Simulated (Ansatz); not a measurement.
Mulliken charges of `C#[C][Ge]([F])([Cl])[Cl]` from B3LYP/def2-TZVPP in Ansatz (PBE0-D4/def2-TZVP geometry).

| atom | x (Å) | y (Å) | z (Å) | charge (e) |
| --- | --- | --- | --- | --- |
| C1 | 1.361 | -1.502 | 0.513 | -0.100 |
| C2 | 0.559 | -0.661 | 0.205 | -0.259 |
| Ge3 | -0.669 | 0.669 | -0.267 | 0.916 |
| F4 | -2.108 | -0.075 | -0.831 | -0.341 |
| Cl5 | 0.052 | 1.883 | -1.839 | -0.233 |
| Cl6 | -1.205 | 1.867 | 1.388 | -0.233 |
| H7 | 2.070 | -2.251 | 0.786 | 0.250 |

Question: By hand: the dipole of these point charges (1 e Å = 4.8032 D).

Answer: Σ q r = (0.611, -0.477, 0.236) e Å, of length 0.810 e Å = 3.89 D.

Question: How does the dipole of the full density compare? (Estimate.)

Answer: Ansatz gave: (0.454, -0.256, 0.176) e Å, 2.64 D; the point charges give 1.47 times that, at 8° from its direction.

Point charges leave out the atoms' own dipoles, such as those of lone pairs, and Mulliken's split depends on the basis, so the two needn't agree.

B3LYP here is the variant with VWN-RPA as its local correlation; programs differ in this.
